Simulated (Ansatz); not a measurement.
CH5Al2F, SMILES `[CH3][AlH][AlH][F]`. Charge 0, multiplicity 1.

```xyz
9

C    -0.1830   -0.8474   -1.5465
Al   -0.2963   -0.6206    0.3949
Al    0.3813    1.5635    1.6292
F     1.9880    1.6972    2.0343
H     0.3537   -1.7698   -1.7922
H    -1.1919   -0.9604   -1.9610
H     0.3014   -0.0208   -2.0693
H    -0.8539   -1.8568    1.2394
H    -0.4993    2.8150    2.0714
```

Task: List the harmonic frequencies (cm⁻¹, unscaled) at PBE0-D4/def2-TZVP in Ansatz. (Estimate.)

Result: Computed: 18, 31, 109, 133, 322, 378, 404, 541, 601, 642, 661, 761, 811, 1212, 1433, 1440, 1873, 1894, 3031, 3101, 3137.

Task: Is this a minimum?

Result: Yes, all 21 modes are real.

Task: Give the ideal-gas thermochemistry at 298.15 K and 1 bar (rigid rotor, harmonic oscillator; point group C1, symmetry number 1).

Result: Zero-point energy 134.8 kJ/mol; H(298) − E = 157.9 kJ/mol; entropy 379.5 J/(mol·K), of which translation 165.0, rotation 112.9, vibration 101.7; G(298) − E = 44.7 kJ/mol. Modes under 100 cm⁻¹ are hindered rotations or soft bends, so the harmonic entropy is rough.
